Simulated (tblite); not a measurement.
C6H14SSi.
Cartesian coordinates in Å at the GFN2-xTB level; atoms count from 1:
```xyz
22
C6H14SSi angstrom
C     -1.8005   -0.0629    1.1444
Si    -1.3223    0.9865   -0.3658
C     -2.7349    1.0874   -1.6223
S      0.3185    0.0881   -1.4491
C      1.4830   -0.3600   -0.1317
C      2.0750    0.8226    0.5885
C      1.2350   -1.6439    0.5997
C      2.3357   -1.5588   -0.4163
H     -2.0886   -1.0700    0.8541
H     -0.9813   -0.1480    1.8523
H     -2.6418    0.3832    1.6658
H     -0.9029    2.3264    0.0675
H     -2.4431    1.6769   -2.4856
H     -3.0200    0.1022   -1.9806
H     -3.6116    1.5511   -1.1821
H      1.3052    1.3706    1.1308
H      2.5371    1.4997   -0.1279
H      2.8322    0.4928    1.2976
H      0.3596   -2.2205    0.3440
H      1.5010   -1.6903    1.6463
H      3.3598   -1.5461   -0.0735
H      2.1944   -2.0677   -1.3570
```

Computed with GFN2-xTB (tblite): harmonic, unscaled wavenumbers at the GFN2-xTB geometry, gas phase. Against measured fundamentals such values can be off by several per cent, at times by over 20. Modes of hydrogen on silicon can be 10 to 20 % off. One conformer, not necessarily the lowest.

Harmonic wavenumbers (cm⁻¹): 39.0, 66.0, 101.1, 105.7, 139.2, 157.1, 172.3, 176.8, 206.6, 277.2, 294.6, 325.4, 388.1, 487.6, 578.8, 626.6, 642.2, 706.6, 765.5, 800.6, 803.7, 835.8, 837.0, 856.4, 861.6, 900.6, 943.6, 956.7, 1056.1, 1068.2, 1098.2, 1101.8, 1146.6, 1194.6, 1362.7, 1370.9, 1372.9, 1407.6, 1429.3, 1476.3, 1477.3, 1480.6, 1481.4, 1482.6, 1485.5, 1494.7, 2195.6, 3009.6, 3019.4, 3026.1, 3029.0, 3037.2, 3041.7, 3044.2, 3050.5, 3050.8, 3071.5, 3082.4, 3097.4, 3110.2.

A = 2410, B = 888.3, C = 817.6 MHz; mass 146.059 u (most abundant isotopes); point group C1, symmetry number 1.

Question: Zero-point energy?

Answer: ½Σν̃ = 39953 cm⁻¹ = 477.94 kJ/mol.

Question: What is S at 500 K and 1 bar for an ideal gas of classical rigid rotors and harmonic oscillators?

Answer: Translation 181.76, rotation 130.28, vibration 262.52: S = 574.6 J/(mol K).

Question: And Cp and H(500 K) − H(0)?

Answer: Cp = 274.28 J/(mol K), of which vibrations give 241.02 (their classical limit is 60 R = 498.9); H(500 K) − H(0) = 81.86 kJ/mol without the zero-point energy, 65.23 from vibrations.

Question: Which modes carry the vibrational entropy at 500 K?

Answer: 39.0 cm⁻¹: 26.50; 66.0 cm⁻¹: 22.14; 101.1 cm⁻¹: 18.61; 105.7 cm⁻¹: 18.24; 139.2 cm⁻¹: 15.98; 157.1 cm⁻¹: 14.99 J/(mol K); the other 54 give 146.06 together.

Question: How do the functions run with temperature in this model?

Answer: 
```tsv
T (K)	S (J/(mol K))	Cp (J/(mol K))	H − H(0) (kJ/mol)	G − H(0) (kJ/mol)	ln q(vib)
50	253.0	63.7	2.25	-10.40	0.71
100	308.2	97.0	6.32	-24.50	2.37
298.15	455.5	189.2	34.65	-101.17	9.35
373.15	501.8	223.7	50.16	-137.08	11.82
750	700.3	345.9	160.02	-365.24	23.42
1000	806.9	394.1	252.89	-553.99	30.33
```

q(vib) and H(0) count from the zero-point level.

Question: What must be added to the electronic energy to get the Gibbs energy at 500 K and 1 bar?

Answer: ZPE + [H(500 K) − H(0)] − T·S = 477.94 + 81.86 − 287.28 = 272.52 kJ/mol.

Question: Blend soft modes into free rotors: weight 1/[1 + (100 cm⁻¹/ν̃)⁴] for the oscillator and the rest for a rotor with moment μB/(μ + B), μ = h/(8π²ν), B = 10⁻⁴⁴ kg m². What vibrational entropy results?

Answer: 243.10 J/(mol K) in place of 262.52, which changes −T·S at 500 K by +9.71 kJ/mol.

Hindered rotation and anharmonicity are outside this model. Other conformers, if any are populated, would add a mixing term that is left out. The structure is chiral; the term R ln 2 for an equal mix with its mirror image is left out.
